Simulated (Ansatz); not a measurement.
Computed with Ansatz on PBE0-D4/def2-TZVP structures; ΔE is electronic, products minus reactants. CBS: MP2 limit from def2 TZ/QZ plus the TZ coupled-cluster correction, frozen cores. This one scheme is used for every species. DFT in def2-TZVPP. B3LYP here is the variant with VWN-RPA as its local correlation; programs differ in this. HSE06 is defined as in plane-wave codes. def2 core potentials past Kr. For I outer-core shells are correlated without core-valence functions, which leaves a few kJ/mol of doubt a bond.

`CC1(I)CO1` + HCl → `CC1(Cl)CO1` + HI  (substitution at a C–I bond)

(1) Is it downhill or uphill in electronic energy at CCSD(T)/CBS, and by how much? (An estimate is asked.)

(2) What do these levels give: r2SCAN-D4, B97M-V, B2PLYP, PBE-QIDH, PBE0, B3LYP, r2SCAN0, HSE06, LC-ωPBE, SCS-MP2/def2-TZVPP, MP2/def2-QZVPP, HF/CBS(def2)? (An estimate is asked.)

Largest T1 diagnostic among the species: 0.011.

Answers

(1) The calculation gave: Uphill: ΔE = +11.8 kJ/mol.

(2) Ansatz gave: r2SCAN-D4 4.7, B97M-V 2.3, B2PLYP 5.8, PBE-QIDH 5.2, PBE0 1.5, B3LYP 1.6, r2SCAN0 1.6, HSE06 1.9, LC-ωPBE -3.0, SCS-MP2/def2-TZVPP 11.6, MP2/def2-QZVPP 17.1, HF/CBS(def2) -6.6 kJ/mol.

From BLYP to BHLYP (50 % exact exchange), in def2-TZVPP and without D4, ΔE moves by −6.0 kJ/mol. Leaving LDA and LC-ωPBE aside and taking each functional with its dispersion term where it has one, the values, not all of them listed here, spread over 9.1 kJ/mol, from ωB97X-V to BLYP-D4. LDA lies −3.4 kJ/mol from PBE without D4. At CCSD(T), def2-SVP lies −14.6 kJ/mol from the extrapolated value and def2-TZVPP −3.0 kJ/mol.
